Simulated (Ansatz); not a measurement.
One change: `N=C([SiH3])CCl` becomes `N=C([SiH3])CI`.

Ansatz, PBE0-D4/def2-TZVP geometries, multiplicity 1. Each molecule was computed in one conformer, which needn't be the lowest.

Elements past krypton have def2 core potentials.

```csv
property,`N=C([SiH3])CCl`
size of the dipole moment (ωB97M-V/def2-TZVPP) / D,2.11
HOMO energy (PBE0/def2-TZVPP) / eV,-7.68
HOMO energy (B3LYP/def2-TZVPP) / eV,-7.45
LUMO energy (PBE/def2-TZVPP) / eV,-2.03
LUMO energy (B3LYP/def2-TZVPP) / eV,-1.19
HOMO–LUMO gap (PBE/def2-TZVPP) / eV,4.20
```

Q: What does the change do to each property? (Best estimate.)

A: Computed: 
```tsv
property	`N=C([SiH3])CI`	shift
size of the dipole moment (ωB97M-V/def2-TZVPP) / D	1.90	-0.21
HOMO energy (PBE0/def2-TZVPP) / eV	-7.46	0.22
HOMO energy (B3LYP/def2-TZVPP) / eV	-7.23	0.22
LUMO energy (PBE/def2-TZVPP) / eV	-2.67	-0.64
LUMO energy (B3LYP/def2-TZVPP) / eV	-1.94	-0.75
HOMO–LUMO gap (PBE/def2-TZVPP) / eV	3.47	-0.73
```

With PBE0 the HOMO rises by 0.22 eV and the LUMO falls by 0.75 eV, so the gap narrows by about 0.97 eV. PBE moves the HOMO by 0.09 eV and ωB97M-V by 0.31 eV. Dipoles are sizes alone; their direction can turn.

B3LYP here is the variant with VWN-RPA as its local correlation; programs differ in this.

Spin–orbit coupling is left out; it splits and shifts lone-pair levels of the heavy atoms by tenths of an eV.
